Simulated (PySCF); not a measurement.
# Krypton: a sound run and one with changed settings

Sound run: Kr²⁺ [Ar] 3d10 4s2 4p4, Kr³⁺ [Ar] 3d10 4s2 4p3. All numbers are calculated (PySCF 2.14, the spin-free X2C one-electron Hamiltonian (Gaussian nucleus), in aug-cc-pVDZ-DK). The sound run starts from symmetry-adapted Hartree-Fock orbitals and uses a fine grid where one is needed.

Changed run: 6 angular points. This setting is unsound on purpose.

```json
{"species": "Kr²⁺", "method": "UHF", "sound run (hartree)": "-2786.71490", "changed run (hartree)": "-2786.71490", "converged": "yes"}
{"species": "Kr²⁺", "method": "LDA", "sound run (hartree)": "-2784.58668", "changed run (hartree)": "-2785.21321", "converged": "yes"}
{"species": "Kr²⁺", "method": "B3LYP", "sound run (hartree)": "-2788.52298", "changed run (hartree)": "-2788.91643", "converged": "yes"}
{"species": "Kr³⁺", "method": "UHF", "sound run (hartree)": "-2785.45698", "changed run (hartree)": "-2785.45698", "converged": "yes"}
{"species": "Kr³⁺", "method": "LDA", "sound run (hartree)": "-2783.27170", "changed run (hartree)": "-2783.85058", "converged": "yes"}
{"species": "Kr³⁺", "method": "B3LYP", "sound run (hartree)": "-2787.21171", "changed run (hartree)": "-2787.57426", "converged": "yes"}
```

Ionisation energy of Kr²⁺:

| method | sound run (eV) | changed run (eV) |
| --- | --- | --- |
| UHF | 34.230 | 34.230 |
| LDA | 35.783 | 37.079 |
| B3LYP | 35.681 | 36.522 |

A coarse angular grid integrates products of high-l functions wrongly, so density functionals can shift, and the SCF can exploit the error; Hartree-Fock and MP2 need no grid.

For comparison, NIST gives 35.838 ± 0.02 eV between the lowest levels.
